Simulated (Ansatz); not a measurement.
The cluster B₈N⁺. The state is a singlet with charge 1. Geometry PBE0-D4/def2-SVP.

```xyz
9

N    -0.546   -1.438   -0.336
B    -0.521   -0.470    1.242
B    -1.726   -1.101    0.403
B     1.597    0.286   -0.683
B     0.645   -1.004   -0.752
B    -0.109    1.251   -0.484
B    -1.349    0.227   -0.401
B     0.642    0.616    1.008
B     1.368    1.634    0.004
```

The restricted singlet is unstable towards broken spin symmetry in Hartree–Fock (as tested in another run); at PBE-D4/def2-SVP, r2SCAN-D4/def2-TZVP, PBE0-D4/def2-TZVP, CAM-B3LYP-D4/def2-TZVP and others this wasn't settled. Another isomer (singlet) lies 2.51 eV lower at PBE0-D4/def2-TZVP; other spin states weren't run for this one.

Q: Estimate the orbital energies around the gap (eV) in Ansatz with PBE-D4/def2-SVP, r2SCAN-D4/def2-TZVP, PBE0-D4/def2-TZVP, CAM-B3LYP-D4/def2-TZVP, ωB97M-V/def2-TZVP.

A: 
```csv
orbital,PBE-D4/def2-SVP,r2SCAN-D4/def2-TZVP,PBE0-D4/def2-TZVP,CAM-B3LYP-D4/def2-TZVP,ωB97M-V/def2-TZVP
HOMO−13,-29.35,-30.64,-32.21,-33.65,-34.79
HOMO−12,-23.31,-24.25,-25.65,-27.25,-28.23
HOMO−11,-21.50,-22.21,-23.56,-25.03,-26.06
HOMO−10,-19.02,-19.62,-20.90,-22.37,-23.37
HOMO−9,-18.00,-18.48,-19.66,-21.15,-22.19
HOMO−8,-17.23,-17.80,-18.94,-20.43,-21.36
HOMO−7,-15.49,-15.83,-16.92,-18.32,-19.19
HOMO−6,-15.45,-15.83,-16.83,-18.17,-19.06
HOMO−5,-14.75,-15.06,-16.01,-17.31,-18.25
HOMO−4,-13.52,-13.77,-14.77,-16.14,-16.96
HOMO−3,-13.51,-13.75,-14.69,-15.99,-16.82
HOMO−2,-12.37,-12.49,-13.21,-14.31,-15.15
HOMO−1,-11.95,-12.04,-12.84,-14.01,-14.79
HOMO,-11.70,-11.78,-12.41,-13.40,-14.16
LUMO,-9.42,-9.23,-8.56,-7.49,-6.63
LUMO+1,-9.38,-9.23,-8.54,-7.38,-6.49
LUMO+2,-8.66,-8.46,-7.76,-6.64,-5.78
LUMO+3,-8.10,-7.80,-7.09,-5.92,-5.06
LUMO+4,-7.48,-7.22,-6.46,-5.23,-4.33
LUMO+5,-7.15,-6.75,-6.05,-4.88,-4.01
```
